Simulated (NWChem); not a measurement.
The numbers come from NWChem runs, not from measurements. System: F6Mo, charge 1, spin multiplicity 2, at the geometry of a parent with another charge or spin, in a state set for the comparison that need not be this species' ground state. Its SCF solution wasn't tested for a lower state.

Job file:

```
start mol
memory heap 200 mb stack 900 mb global 1100 mb
charge 1
geometry units angstroms nocenter noautoz noautosym
  Mo     0.000000     0.000000     0.000000
  F      1.828714     0.000000     0.000000
  F     -1.828714     0.000000     0.000000
  F      0.000000     0.000000     1.828718
  F      0.000000     1.828713     0.000000
  F      0.000000    -1.828713     0.000000
  F      0.000000     0.000000    -1.828718
end
basis spherical
  * library def2-svp
end
ecp
  Mo library def2-ecp
end
dft
  xc xpbe96 cpbe96
  odft
  mult 2
  semidirect memsize 60000000 filesize 0
  iterations 100
end
task dft energy
```

The output up to the point where the run's verdict is printed (cleaned and shortened):

```
             Northwest Computational Chemistry Package (NWChem) 7.3.0
             --------------------------------------------------------

                                NWChem Input Module
                                -------------------

 Scaling coordinates for geometry "geometry" by  1.889725989
 (inverse scale =  0.529177249)

                             Geometry "geometry" -> ""
                             -------------------------

 Output coordinates in angstroms (scale by  1.889725989 to convert to a.u.)

  No.       Tag          Charge          X              Y              Z
 ---- ---------------- ---------- -------------- -------------- --------------
    1 Mo                  42.0000     0.00000000     0.00000000     0.00000000
    2 F                    9.0000     1.82871400     0.00000000     0.00000000
    3 F                    9.0000    -1.82871400     0.00000000     0.00000000
    4 F                    9.0000     0.00000000     0.00000000     1.82871800
    5 F                    9.0000     0.00000000     1.82871300     0.00000000
    6 F                    9.0000     0.00000000    -1.82871300     0.00000000
    7 F                    9.0000     0.00000000     0.00000000    -1.82871800

 Effective nuclear repulsion energy (a.u.)     890.3392178167

            Nuclear Dipole moment (a.u.)
            ----------------------------
        X                 Y               Z
 ---------------- ---------------- ----------------
     0.0000000000     0.0000000000     0.0000000000


 Summary of "ao basis" -> "" (spherical)
 ------------------------------------------------------------------------------
       Tag                 Description            Shells   Functions and Types
 ---------------- ------------------------------  ------  ---------------------
 *                          def2-svp                  on all atoms

 Summary of "ao basis" -> "ao basis" (spherical)
 ------------------------------------------------------------------------------
       Tag                 Description            Shells   Functions and Types
 ---------------- ------------------------------  ------  ---------------------
[...]
 d= 0,ls=0.5,diis    75   -665.9798466356 -1.02D-05  2.96D-06  9.62D-07    52.2
                                                     2.62D-05  6.43D-06
 d= 0,ls=0.5,diis    76   -665.9798561582 -9.52D-06  2.13D-06  5.05D-07    52.8
                                                     2.62D-05  5.59D-06
 d= 0,ls=0.5,diis    77   -665.9798655763 -9.42D-06  1.79D-06  1.94D-07    53.4
                                                     2.63D-05  5.04D-06
 d= 0,ls=0.5,diis    78   -665.9798749447 -9.37D-06  8.36D-07  1.42D-07    54.1
                                                     2.64D-05  4.77D-06
 d= 0,ls=0.5,diis    79   -665.9798841470 -9.20D-06  5.45D-07  8.27D-07    54.7
                                                     2.66D-05  4.87D-06
 d= 0,ls=0.5,diis    80   -665.9798931694 -9.02D-06  5.61D-07  2.24D-06    55.4
                                                     2.68D-05  5.59D-06
 d= 0,ls=0.5,diis    81   -665.9799020742 -8.90D-06  3.23D-07  4.29D-06    56.1
                                                     2.70D-05  6.88D-06
 d= 0,ls=0.5,diis    82   -665.9799109936 -8.92D-06  1.90D-06  6.65D-06    56.7
                                                     2.72D-05  8.51D-06
 d= 0,ls=0.5,diis    83   -665.9799195072 -8.51D-06  1.41D-06  1.08D-05    57.4
                                                     2.74D-05  1.12D-05
 d= 0,ls=0.5,diis    84   -665.9799287862 -9.28D-06  5.95D-07  1.28D-05    58.0
                                                     2.77D-05  1.29D-05
 d= 0,ls=0.5,diis    85   -665.9799378651 -9.08D-06  9.87D-07  1.64D-05    58.7
                                                     2.80D-05  1.54D-05
 d= 0,ls=0.5,diis    86   -665.9799475112 -9.65D-06  9.91D-07  1.90D-05    59.4
                                                     2.83D-05  1.75D-05
 d= 0,ls=0.5,diis    87   -665.9799565030 -8.99D-06  7.38D-07  2.46D-05    60.0
                                                     2.86D-05  2.10D-05
 d= 0,ls=0.5,diis    88   -665.9799659806 -9.48D-06  9.09D-07  2.93D-05    60.6
                                                     2.92D-05  2.42D-05
 d= 0,ls=0.5,diis    89   -665.9799760992 -1.01D-05  5.65D-07  3.29D-05    61.3
                                                     2.96D-05  2.72D-05
 d= 0,ls=0.5,diis    90   -665.9799863743 -1.03D-05  5.65D-06  3.76D-05    61.9
                                                     3.00D-05  3.05D-05
 d= 0,ls=0.5,diis    91   -665.9799928930 -6.52D-06  4.80D-06  5.61D-05    62.5
                                                     3.03D-05  3.95D-05
 d= 0,ls=0.5,diis    92   -665.9799996047 -6.71D-06  6.36D-06  7.27D-05    63.1
                                                     3.07D-05  4.94D-05
 d= 0,ls=0.5,diis    93   -665.9800039267 -4.32D-06  2.87D-06  9.77D-05    63.8
                                                     3.11D-05  6.34D-05
 d= 0,ls=0.5,diis    94   -665.9800125142 -8.59D-06  2.98D-06  1.08D-04    64.4
                                                     3.15D-05  7.15D-05
 d= 0,ls=0.5,diis    95   -665.9800197106 -7.20D-06  1.53D-06  1.26D-04    65.0
                                                     3.21D-05  8.25D-05
 d= 0,ls=0.5,diis    96   -665.9800297421 -1.00D-05  1.06D-06  1.36D-04    65.7
                                                     3.28D-05  9.02D-05
 d= 0,ls=0.5,diis    97   -665.9800391509 -9.41D-06  6.72D-07  1.50D-04    66.3
                                                     3.34D-05  1.00D-04
 d= 0,ls=0.5,diis    98   -665.9800492123 -1.01D-05  1.82D-06  1.65D-04    66.9
                                                     3.40D-05  1.10D-04
 d= 0,ls=0.5,diis    99   -665.9800577146 -8.50D-06  1.06D-05  1.86D-04    67.7
                                                     3.69D-05  1.24D-04
 d= 0,ls=0.5,diis   100   -665.9800700600 -1.23D-05  6.96D-06  1.95D-04    68.4
                                                     3.71D-05  1.40D-04
```

The run did not converge; its last values are not results. The next line reads: Calculation failed to converge. NWChem stopped with the message: dft energy failed.
